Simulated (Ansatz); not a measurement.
`CNB(C)[SiH3]` + H₂ → `CB[SiH3]` + CH₃NH₂ at 700 K and 1 bar (hydrogenolysis of a B–N bond).

Gas-phase electronic energies from Ansatz, PBE0-D4/def2-TZVP geometries. CCSD(T)/CBS is the MP2 limit (def2-TZVPP, def2-QZVPP) plus CCSD(T) − MP2 in def2-TZVPP, frozen cores. This one scheme is used for every species. One conformer a species, not always the lowest.

```csv
species,CCSD(T)/CBS energy (Eh),H − E (kJ/mol),S (J/(mol·K))
`CNB(C)[SiH3]`,-450.73419,416.1,524.6
H₂,-1.17544,46.8,155.3
`CB[SiH3]`,-356.10570,258.6,419.3
CH₃NH₂,-95.75281,207.6,296.6
```

H − E and S are ideal-gas, rigid-rotor, harmonic terms from PBE0-D4/def2-TZVP, for one conformer and one mirror image of each species. The MP2-based limit puts H₂ 0.8 mEh under its directly extrapolated value; such offsets cancel only in part. 1 Eh = 2625.50 kJ/mol, R = 8.31446 J/(mol·K).

Task: By hand: ΔE, ΔH, ΔS and ΔG.

Result: ΔE = (-356.10570) + (-95.75281) − (-450.73419) − (-1.17544) = 0.05112 Eh = 134.2 kJ/mol. Δ(H − E) = 258.6 + 207.6 − 416.1 − 46.8 = 3.3, so ΔH = 137.5 kJ/mol. ΔS = 419.3 + 296.6 − 524.6 − 155.3 = 36.0 J/(mol·K). ΔG = 137.5 − 700 × (36.0)/1000 = 112.3 kJ/mol.

Task: By hand: the equilibrium constant, and the temperature at which ΔG would vanish if ΔH and ΔS stayed fixed.

Result: log₁₀ K = −ΔG/(RT ln 10) = -8.4. ΔG = 0 at ΔH/ΔS = 3819 K, far beyond where these terms or the molecules hold.

ΔH outweighs TΔS. A doubt of 5 kJ/mol in ΔE shifts log₁₀ K by 0.4 here. Other conformers and mirror images would add mixing entropy, several J/(mol·K) or more a flexible species. Modes under 60 cm⁻¹, often nearly free rotors, make the harmonic entropy too high. These are equilibria of isolated gas molecules and say nothing of rates. Largest T1 diagnostic: 0.013 (customary marks: 0.02 for closed shells, 0.045 for open ones).
